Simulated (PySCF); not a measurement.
C2H6Mg, SMILES [CH3][Mg][CH3] (connectivity only; charge and spin as stated), charge +1, multiplicity 2.

Geometry optimised at B3LYP-D3(BJ)/def2-TZVP. The multiplicity is an assumed one; other spin states were not compared. The isomer is the one that the SMILES or the coordinates give; other isomers of the formula were not compared.

Method: C-PCM-M06-2X/def2-SVP in PySCF.

The values are the electrostatic part of the solvation free energy, E(continuum) − E(gas) at the gas-phase geometry, in a cavity of scaled van der Waals radii (PySCF's table); cavitation and dispersion terms are not included. A continuum can't describe solvent molecules that bind to the metal.

Question: Estimate the values in water (ε = 78.36), acetone (ε = 20.49), N,N-dimethylformamide (ε = 37.22). (Estimate from the structure and the level; the computed values follow.)

Answer: 
```tsv
solvent	ε	ΔG(elec) (kcal/mol)
water	78.36	-67.0
acetone	20.49	-64.5
N,N-dimethylformamide	37.22	-66.0
```
